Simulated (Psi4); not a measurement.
C7H14O (SMILES CCCCCC(C)=O), singlet, at a GFN2-xTB geometry; MP2/STO-3G in Psi4.

Psi4 was given this input:
```
memory 2 GB

molecule {
0 1
C     3.97086460   -0.38071733   -0.43965129
C     2.60678230   -0.73740701    0.13800005
C     1.51015820    0.18598323   -0.38789984
C     0.14292892   -0.16761451    0.19137214
C    -0.95542303    0.76297606   -0.34072007
C    -2.27816203    0.38881441    0.29276335
C    -3.08467162   -0.62223570   -0.48162065
O    -2.64417230    0.85016418    1.34346612
H     4.73678337   -1.04837659   -0.05241722
H     4.24080338    0.63987028   -0.17754820
H     3.95991087   -0.46341942   -1.52437289
H     2.36306419   -1.77102126   -0.11868707
H     2.64405549   -0.66759915    1.22727202
H     1.75588637    1.21879545   -0.13142390
H     1.47172621    0.11557131   -1.47781424
H     0.17539792   -0.08964627    1.27994919
H    -0.09932221   -1.20283662   -0.06123165
H    -0.70920627    1.79023512   -0.06729539
H    -1.01354712    0.68093630   -1.42658298
H    -2.45330367   -1.44896073   -0.79721444
H    -3.91058125   -0.99166093    0.12015127
H    -3.48315294   -0.14199562   -1.37397565
}

set {
  basis sto-3g
  freeze_core true
  mp2_type conv
  scf_type pk
  puream true
  d_convergence 1e-8
}

energy('mp2')
print_variables()
```

The log (banner, timings and long lists left out):

```
   => Loading Basis Set <=

    Name: STO-3G
    Role: ORBITAL
    Keyword: BASIS

         ---------------------------------------------------------
                                   SCF
               by Justin Turney, Rob Parrish, Andy Simmonett
                          and Daniel G. A. Smith
                              RHF Reference
         ---------------------------------------------------------

  ==> Geometry <==

    Molecular point group: c1
    Full point group: C1

    Geometry (in Angstrom), charge = 0, multiplicity = 1:

       Center              X                  Y                   Z               Mass
    ------------   -----------------  -----------------  -----------------  -----------------
         C            4.054904545898    -0.410070569460    -0.479426342120    12.000000000000
         C            2.690822245898    -0.766760249460     0.098224997880    12.000000000000
         C            1.594198145898     0.156629990540    -0.427674892120    12.000000000000
         C            0.226968865898    -0.196967749460     0.151597087880    12.000000000000
         C           -0.871383084102     0.733622820540    -0.380495122120    12.000000000000
         C           -2.194122084102     0.359461170540     0.252988297880    12.000000000000
         C           -3.000631674102    -0.651588939460    -0.521395702120    12.000000000000
         O           -2.560132354102     0.820810940540     1.303691067880    15.994914619570
         H            4.820823315898    -1.077729829460    -0.092192272120     1.007825032230
         H            4.324843325898     0.610517040540    -0.217323252120     1.007825032230
         H            4.043950815898    -0.492772659460    -1.564147942120     1.007825032230
         H            2.447104135898    -1.800374499460    -0.158462122120     1.007825032230
         H            2.728095435898    -0.696952389460     1.187496967880     1.007825032230
         H            1.839926315898     1.189442210540    -0.171198952120     1.007825032230
         H            1.555766155898     0.086218070540    -1.517589292120     1.007825032230
         H            0.259437865898    -0.118999509460     1.240174137880     1.007825032230
         H           -0.015282264102    -1.232189859460    -0.101006702120     1.007825032230
         H           -0.625166324102     1.760881880540    -0.107070442120     1.007825032230
[...]
  @RHF Final Energy:  -343.85147008877550
    Total Energy =                       -343.8514700887754998
  DIE_IF_NOT_CONVERGED          => (empty)
[...]
  WRITER_FILE_LABEL             => (empty)
  ZORA_BASIS_TOLERANCE          => (empty)
  ZORA_NR_DEBUG                 => (empty)
  ZORA_PRUNING_SCHEME           => (empty)
  ZORA_RADIAL_POINTS            => (empty)
  ZORA_SPHERICAL_POINTS         => (empty)

 ==============================================================================
 ==============================================================================
 ==============================================================================

                             MP2
                    Program Written by Ugur Bozkaya,
              Additional Contributions by J. P. Misiewicz

 ==============================================================================
 ==============================================================================
 ==============================================================================

	MO spaces per irreps...

	IRREP   FC    OCC   VIR  FV
	==============================
	   A     8    24    22    0
	==============================

	Cost of iabc is      0 MB
	Cost of abcd is      0 MB
	Switching to the incore algorithm for iabc..
	Switching to the incore algorithm for abcd..

	Computing MP2 energy using SCF MOs (Canonical MP2)...
	==============================================================================
	Nuclear Repulsion Energy (a.u.)    :   369.98954574979064
	SCF Energy (a.u.)                  :  -343.85147008877550
	REF Energy (a.u.)                  :  -343.85147008877550
	Alpha-Alpha Contribution (a.u.)    :    -0.02784426972580
	Alpha-Beta Contribution (a.u.)     :    -0.36216851636111
	Beta-Beta Contribution (a.u.)      :    -0.02784426972580
	Scaled_SS Correlation Energy (a.u.):    -0.01856284648387
	Scaled_OS Correlation Energy (a.u.):    -0.43460221963334
	SCS-MP2 Total Energy (a.u.)        :  -344.30463515489271
	SOS-MP2 Total Energy (a.u.)        :  -344.28607230840885
	SCSN-MP2 Total Energy (a.u.)       :  -343.94948191821038
	SCS-MP2-VDW Total Energy (a.u.)    :  -344.34289005944356
	SOS-PI-MP2 Total Energy (a.u.)     :  -344.35850601168107
	MP2 Correlation Energy (a.u.)      :    -0.41785705581272
	MP2 Total Energy (a.u.)            :  -344.26932714458820
	==============================================================================

  Variable Map:
  ----------------------------------------------------------------------------
[...]
  Array Variable Map:
  ----------------------------------------------------------------------------
[...]
[...]
```
